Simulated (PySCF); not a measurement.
Species: CH5NO2Si2.
Numbering: `[N:1]#[C:2][SiH2:3][SiH:4]([OH:5])[OH:6]` (hydrogens: H7, H8 on Si3; H9 on Si4; H10 on O5; H11 on O6)

Computed by this run: PySCF, PBE0-D3(BJ)/def2-SVP geometry optimisation, gas phase; density fitting, grid level 1; the optimiser is geomeTRIC in internal coordinates, started from a GFN2-xTB structure with every atom displaced at random (about 0.01 Å).

Step 3: E = -22435.5044 eV
```
atom  x, y, z in Å  |  force x, y, z in eV/Å
N1     -3.0112   -0.5368   -1.1713   -0.042  -0.027  -0.078
C2     -2.2927   -0.2117   -0.3208    0.041   0.014   0.071
Si3    -1.0418    0.2935    0.9662    0.003   0.012   0.006
Si4     1.0368   -0.0758   -0.0564    0.000  -0.035   0.017
O5      1.0894    0.6553   -1.5431    0.010   0.075   0.018
O6      2.1302    0.6770    0.9263    0.000   0.046   0.017
H7     -1.3000    1.7312    1.2606    0.006   0.003   0.001
H8     -1.3021   -0.5436    2.1715   -0.008  -0.003   0.011
H9      1.3095   -1.5401   -0.1883   -0.008  -0.018  -0.006
H10     0.4942    0.3541   -2.2345   -0.042  -0.046  -0.054
H11     3.0195    0.8091    0.5836    0.041  -0.020  -0.003
```

Step 4: E = -22435.5071 eV
```
atom  x, y, z in Å  |  force x, y, z in eV/Å
N1     -2.9643   -0.5368   -1.1993   -0.065  -0.033  -0.101
C2     -2.2700   -0.2090   -0.3302    0.071   0.014   0.108
Si3    -1.0401    0.2994    0.9778   -0.036  -0.008  -0.003
Si4     1.0344   -0.0705   -0.0488    0.000  -0.001  -0.030
O5      1.0576    0.6639   -1.5367    0.007   0.041   0.053
O6      2.1404    0.6815    0.9195    0.023   0.049   0.013
H7     -1.3164    1.7345    1.2673    0.027   0.009   0.006
H8     -1.3109   -0.5398    2.1793   -0.013  -0.005   0.007
H9      1.3101   -1.5331   -0.1922   -0.017  -0.021   0.007
H10     0.4594    0.3374   -2.2145   -0.037  -0.030  -0.068
H11     3.0316    0.7846    0.5713    0.039  -0.013   0.009
```

**Question.** Estimate the geometry and energy of step 5. (The exact step hangs on the optimiser's Hessian estimate; all steps are aligned on step 4, rigid shifts and turns removed.)

**Answer.** E = -22435.5096 eV, largest force 0.090 eV/Å
```
atom  x, y, z in Å  |  force x, y, z in eV/Å
N1     -2.9009   -0.5405   -1.2357   -0.039  -0.019  -0.062
C2     -2.2404   -0.2089   -0.3415    0.047   0.005   0.077
Si3    -1.0403    0.3056    0.9934   -0.043  -0.020  -0.008
Si4     1.0306   -0.0606   -0.0400    0.005   0.034  -0.050
O5      1.0134    0.6763   -1.5289   -0.008  -0.013   0.058
O6      2.1560    0.6909    0.9073    0.025   0.026  -0.013
H7     -1.3299    1.7391    1.2770    0.030   0.009   0.008
H8     -1.3279   -0.5358    2.1897   -0.011  -0.003   0.001
H9      1.3042   -1.5233   -0.1934   -0.013  -0.013   0.014
H10     0.4155    0.3190   -2.1930   -0.009   0.002  -0.044
H11     3.0514    0.7503    0.5586    0.016  -0.007   0.018
```

The energy changes by -0.0025 eV. The first-order estimate −F·Δx gives -0.0032 eV and the mean of the old and new forces, exact on a quadratic surface, -0.0021 eV. The step makes an angle of 83° with the force vector and moves no atom by more than 0.073 Å.

The cost below is that of the whole optimisation. Time: 51 s of wall time; peak memory 0.50 GiB. Hardware: Arm Neoverse V1, one thread, shared host with 32 logical CPUs at a one-minute load of 31.
